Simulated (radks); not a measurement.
Results of a calculation; reference values are marked as such.
Task: Ionisation of the bromine ion Br+, [Ar] 3d10 4s2 4p4, to [Ar] 3d10 4s2 4p3 as the strength of local exchange is varied. Level of theory: Dirac Kohn-Sham, Slater X-alpha exchange (alpha = 2/3 is LDA exchange), no correlation, spin-unpolarised, spherical densities, finite nucleus; open shells are shared between the two j in proportion to 2j + 1; Fermi nuclear charge, rms radius 4.1629 fm (a radial shooting solver on a logarithmic mesh with Libxc functionals).

| alpha | E(Br+) (hartree) | exchange (hartree) | IE (eV) | -e of the level emptied (eV) | <r> of it (bohr) |
|---|---|---|---|---|---|
| 0.577 | -2588.23168 | -73.55065 | 20.386 | 15.015 (4p3/2) | 2.028 |
| 0.601 | -2591.29272 | -76.69721 | 20.704 | 15.308 (4p3/2) | 2.017 |
| 0.667 | -2599.72854 | -85.38606 | 21.589 | 16.126 (4p3/2) | 1.989 |
| 0.779 | -2614.10413 | -100.25079 | 23.133 | 17.559 (4p3/2) | 1.944 |
| 0.965 | -2638.14514 | -125.27001 | 25.809 | 20.061 (4p3/2) | 1.874 |
| 1.034 | -2647.11661 | -134.65692 | 26.837 | 21.028 (4p3/2) | 1.850 |
| x | -2604.34100 | -90.14754 | 22.080 | 16.580 (4p3/2) | 1.974 |

Which alpha was used in the last row?

Result: alpha = 0.703. NIST Atomic Spectra Database: 21.591 eV (measured). The Delta-SCF value meets it near alpha = 0.67. Spin polarisation and multiplet splitting are left out, so open shells lie too high by an amount that depends on their filling. Sharing an open shell by 2j + 1 raises it above the true ground level by a part of the spin-orbit splitting, which enters the differences from NIST.

Beside tabulated values, note that spin-unpolarised runs miss the spin-polarisation part of the exchange energy of open shells.
